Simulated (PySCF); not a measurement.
## MC cations for M along group 14

PBE with double-zeta basis sets in PySCF, for the lowest determinant that a PBE0 search found; no spin–orbit coupling. De refers to high-spin ground-configuration atoms (the charge goes to the atom of lower measured ionisation energy or higher electron affinity, which is not always the lowest computed limit). A positive dipole points towards C; it is taken about the centre of mass and depends on that origin.

```csv
M,basis,charged atom,state (unpaired electrons),Re (Å),ωe (cm⁻¹),De (eV),μ (D)
C,cc-pVDZ,C+,"quartet (σ ↑, π ↑↑)",1.428,1296,6.56,n/a
Si,def2-SVP,Si+,"quartet (σ ↑, π ↑↑)",1.850,787,4.04,-1.18
Ge,def2-SVPD,Ge+,"quartet (σ ↑, π ↑↑)",1.942,652,3.71,-0.06
Sn,x2c-SVPall,Sn+,"quartet (σ ↑, π ↑↑)",2.150,564,3.14,-0.62
```

Q: By what factor does the well depth vary along the series?

A: At PBE it runs from 3.14 eV (SnC⁺) to 6.56 eV (C₂⁺), a factor of 2.09.

The rows differ in basis set, which adds steps of its own.

Down a group the atoms grow and get heavier, so bonds lengthen and wavenumbers fall; this series shows no clear exception.

Spin–orbit coupling is left out, which matters for elements this heavy, above all for dissociation energies. For an ion De counts to the pair picked by the measured ionisation energies or electron affinities, which need not be the lowest pair at this level. States were picked by a PBE0 search and need not be the measured ground states.
